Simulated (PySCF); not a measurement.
Excitation energies in several basis sets

Compound: BH6NOSi.
InChI=1S/BH6NOSi/c2-1-3-4/h1H,2H2,4H3

TDDFT with PBE0 (PySCF), vertical singlets, core orbitals frozen in the response, spherical d and f functions. The structure is a single PBE0-D3(BJ)/def2-SVP conformer in the gas phase; no vibrational or solvent corrections.

| basis | functions | diffuse | S1 (eV) | S2 (eV) | S3 (eV) | S4 (eV) | S5 (eV) | LUMO (eV) | α (au) |
| --- | --- | --- | --- | --- | --- | --- | --- | --- | --- |
| 6-31+G* | 88 | yes | 6.68 | 7.16 | 7.40 | 7.71 | 7.82 | -0.05 | 48.3 |
| aug-cc-pVDZ | 150 | yes | 6.58 | 7.06 | 7.31 | 7.43 | 7.63 | -0.22 | 55.6 |
| def2-TZVP | 166 | no | 7.02 | 7.55 | 7.71 | 8.06 | 8.09 | 0.29 | 51.2 |
| def2-TZVPD | 211 | yes | 6.73 | 7.23 | 7.36 | 7.74 | 7.77 | -0.07 | 55.0 |

Task: How much do these states and the polarisability depend on the basis?

Result: States are compared by their number. Against the largest diffuse basis here (def2-TZVPD, itself not a converged limit), sets without diffuse functions differ by up to 0.29 eV in S1 and 0.32 eV in S5; the smaller diffuse sets differ by up to 0.15 and 0.14 eV. State by state, the largest deviation of a set without diffuse functions is S1 0.29, S2 0.32, S3 0.35, S4 0.32, S5 0.32 eV. The same number needn't mean the same state in each row. Against def2-TZVPD the polarisability deviates by -12% in 6-31+G*, +1% in aug-cc-pVDZ, -7% in def2-TZVP. A single + in a Pople set puts diffuse functions on heavy atoms only.

Without π bonds the low states are Rydberg-like; a valence basis with one diffuse set may place them up to an eV too high.
